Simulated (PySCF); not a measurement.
**Si 2p3/2 core levels and what the atom is bonded to**

Gas-phase molecules, one conformer each, relaxed by PBE0-D3(BJ)/def2-SVP with no frequency check. Core levels by delta-SCF with SCAN, pcX-2 on the ionised atom and pcseg-1 elsewhere, spin-free X2C (2p3/2 is the spin-free 2p value less a third of a first-order spin-orbit splitting); energies from the vacuum level.

| structure (SMILES) | Si bonded to | mean electronegativity of these (Pauling) | Si 2p3/2 (eV) |
| --- | --- | --- | --- |
| [SiH3]B[SiH]([SiH3])[SiH3] | 1 B + 2 Si + 1 H | 2.01 | 105.83 |
| F[Si]([SiH3])([GeH3])B[SiH3] | 1 B + 1 F + 1 Ge + 1 Si | 2.48 | 106.91 |
| O[Si](F)([SiH3])[SiH3] | 1 F + 1 O + 2 Si | 2.80 | 107.83 |
| CO[Si](F)([SiH3])S[SiH3] | 1 F + 1 O + 1 S + 1 Si | 2.98 | 108.07 |
| Cl[Si](Cl)(Cl)Cl | 4 Cl | 3.16 | ? |
| OB(O)O[Si](F)(F)[GeH3] | 2 F + 1 Ge + 1 O | 3.35 | 109.35 |

Problem. Fit a straight line to the complete rows and predict the core level of Si in Cl[Si](Cl)(Cl)Cl, bonded to 4 Cl.

Solution. E = 100.566 + 2.581·χ (5 points, rms 0.11 eV, correlation 0.995). At 3.16 this gives 108.72 eV; the calculation itself gave 110.43 eV, so the fit is off by 1.71.

For scale, for Cl[Si](Cl)(Cl)Cl: hardware: 1 thread of Arm Neoverse N1 (aarch64), shared host; wall time 12 s, peak memory 0.49 GiB, launched as `OMP_NUM_THREADS=1 python cluster_run.py task.json out`.
